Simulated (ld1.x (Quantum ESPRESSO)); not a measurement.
# What one change does to a pseudopotential (tellurium, TM)

```json
{
 "Element": "tellurium",
 "Generator": "ld1.x (Quantum ESPRESSO) 7.5",
 "Type": "norm-conserving Troullier–Martins (Kleinman–Bylander form)",
 "Functional": "LDA (PZ)",
 "Relativity": "scalar-relativistic",
 "Frozen core": "[Kr] 4d10",
 "Valence charge": "6",
 "Reference configuration": "5s1 5p5",
 "Partial waves": "5p (bound): rc 2.10 bohr; 5s (bound): rc 1.75 bohr",
 "Local potential": "the s channel",
 "Core correction": "none"
}
```

All-electron outer shells of the reference configuration (LDA (PZ), scalar-relativistic, ld1.x):

```
shell  level (eV)  outermost node (bohr)  outermost maximum (bohr)
   4p     -115.58                   0.38                      0.74
   4d      -43.03                   0.36                      0.81
   5s      -16.12                   0.91                      1.77
   5p       -6.66                   1.00                      2.14
```

Change: all radii scaled by about 1.41 (s 2.46, p 2.96 bohr).

Cutoffs: the cutoffs (Ry, on a coarse ladder) from which the occupation-weighted sum of valence levels, in a spherical-Bessel basis at the reference potential, stays within 10 and 1 mRy of its value at 400 Ry; they do not see the model core or the augmentation charge, which bear on the density cutoff. Errors are all-electron minus pseudo energies relative to the spin-unpolarised reference configuration.

What does the change do?

The potential gets softer (25 Ry and 40 Ry → 12 Ry and 25 Ry); of the 9 tests that both files solve, the error grows in 1 and shrinks in 6 by more than 15 % and 0.3 meV (median size 18.7 → 15.9 meV); neither file shows a bound ghost. A larger radius leaves more room for a smooth pseudo-wave, so fewer plane waves are needed.

```tsv
quantity	base	changed
cutoff, loose	25 Ry	12 Ry
cutoff, tight	40 Ry	25 Ry
loose cutoff by channel (10 mRy a level)	p 12 Ry, s 21 Ry	p 6 Ry, s 10 Ry
bound ghosts	none	none
error for 5s2 5p4, meV [ΔE -9.35 eV]	+7.8	+5.6
error for 5s2 5p3, meV [ΔE 0.56 eV]	+6.7	+3.8
error for 5s2 5p2, meV [ΔE 18.74 eV]	+19	+16
error for 5s2 5p1, meV [ΔE 45.97 eV]	+69	+56
error for 5s0 5p6, meV [ΔE 9.56 eV]	+8.5	+6.4
error for 5s1 5p4, meV [ΔE 10.49 eV]	+2.3	+3.4
error for 5s2 5p0, meV [ΔE 82.87 eV]	+213	+159
error for 5s1 5p5 (spin-polarised), meV [ΔE -0.54 eV]	+219	+212
error for 5s2 5p4 (spin-polarised), meV [ΔE -9.83 eV]	+91	+86
```
